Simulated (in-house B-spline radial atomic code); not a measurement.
Sr⁺. Computed with a B-spline radial atomic code. Model: all-electron spherical atom, spin shells full or empty, radial basis limit, no spin-orbit coupling: exact exchange with a local potential (Slater, KLI or optimised effective potential, whose far tail is KLI's), no correlation.

Empty minority-spin level lies below the highest occupied level: each spin potential is zero at infinity, spin occupations fixed.

Exchange potential has not reached -1/r at the last radius.

The run also made RPA and GW results, which its time includes.

The Slater potential averages the orbital exchange potentials with the orbital densities as weights, KLI adds orbital constants, and the optimised effective potential minimises the exact-exchange energy among local potentials. So their energies lie above Hartree-Fock in the order OEP, KLI, Slater. All fall off as −1/r, unlike LDA and GGA exchange.

Command:
```bash
python run_gw.py task.json out
```
Settings (lengths in bohr, energies in hartree):
```
Z                      38
electrons              37
configuration          [Kr] 5s1
hamiltonian            nr
method                 oep
lmax                   9
spin_polarised         True
box_radius             23.78
intervals              77
ion_configuration      [Ar] 3d10 4s2 4p6
```

Run time, properties included: 11 s on 1 thread of Intel(R) Xeon(R) Platinum 8488C (Sapphire Rapids), with other jobs on the host.

Given: hamiltonian non-relativistic; mean-field start exchange-only OEP.

Computed: energy above Hartree-Fock 11.925 millihartree; virial ratio -E/T less 1 0.

```tsv
radius (bohr)	r times exchange potential up (hartree bohr)	r times exchange potential down (hartree bohr)
0.00132	-0.040332	-0.040596
0.00167	-0.05097	-0.051304
0.00211	-0.064293	-0.064715
0.00268	-0.081437	-0.081973
0.00339	-0.10257	-0.10325
0.0043	-0.12923	-0.13009
0.00545	-0.16208	-0.16317
0.00691	-0.20226	-0.20365
0.00875	-0.2501	-0.25185
0.0111	?	?
0.0141	-0.36916	-0.372
0.0178	-0.43321	-0.4368
0.0226	-0.49445	-0.49902
0.0286	-0.5386	-0.54441
0.0363	?	?
0.046	-0.51405	-0.52362
0.0582	-0.48876	-0.50097
0.0738	-0.58822	-0.60353
0.0935	-0.75867	-0.77786
0.119	-0.89104	-0.91541
0.15	-0.93601	-0.96682
0.19	-0.8507	-0.89
0.241	-0.75195	-0.8018
0.306	-0.99159	-1.0542
0.388	-1.2338	-1.3134
0.491	-1.3145	-1.4156
0.622	-1.194	-1.3229
0.789	-0.84909	-1.0114
1	-0.8071	-1.0057
1.27	-1.0268	-1.2862
1.61	-1.057	-1.387
2.03	-0.94052	-1.3673
2.58	-0.73629	-1.2767
3.27	-0.81616	-1.1776
4.14	-0.9409	-1.1044
5.25	-0.98232	-1.0647
6.65	-0.99661	-1.0379
```

Q: What belongs in the row 0.0111?

A: r times exchange potential up (hartree bohr): -0.3062; r times exchange potential down (hartree bohr): -0.30842.

Q: What belongs in the row 0.0363?

A: r times exchange potential up (hartree bohr): -0.54904; r times exchange potential down (hartree bohr): -0.55648.

| occupied | level (hartree) | Hartree-Fock level (hartree) |
| --- | --- | --- |
| 1s up | -574.11 | -583.91 |
| 1s down | -574.31 | -583.91 |
| 2s up | -76.915 | -80.612 |
| 2s down | -77.121 | -80.611 |
| 2p up | -70.064 | -73.217 |
| 2p down | -70.27 | -73.217 |
| 3s up | -12.22 | -13.697 |
| 3s down | -12.425 | -13.693 |
| 3p up | ? | ? |
| 3p down | -9.9059 | -10.92 |
| 3d up | -5.1509 | -5.9153 |
| 3d down | -5.3564 | -5.9145 |
| 4s up | -1.7213 | -2.1182 |
| 4s down | -1.9252 | -2.1085 |
| 4p up | ? | ? |
| 4p down | -1.3129 | -1.3133 |
| 5s up | -0.3796 | -0.37928 |

Q: What belongs in the row 3p up?

A: level (hartree): -9.7003; Hartree-Fock level (hartree): -10.921.

Q: What belongs in the row 4p up?

A: level (hartree): -1.1102; Hartree-Fock level (hartree): -1.3174.

| empty | level (hartree) |
| --- | --- |
| 4d down | -0.48003 |
| 5s down | ? |
| 5p down | -0.34027 |
| 4d up | -0.31874 |
| 5p up | -0.28544 |
| 6s down | -0.20253 |

Q: What belongs in the row 5s down?

A: level (hartree): -0.46916.

The highest level, 5s up, differs from Hartree-Fock by -0.0088 eV and the deepest, 1s down, by +261 eV: a local potential can match the highest level but can't give each shell its own exchange.
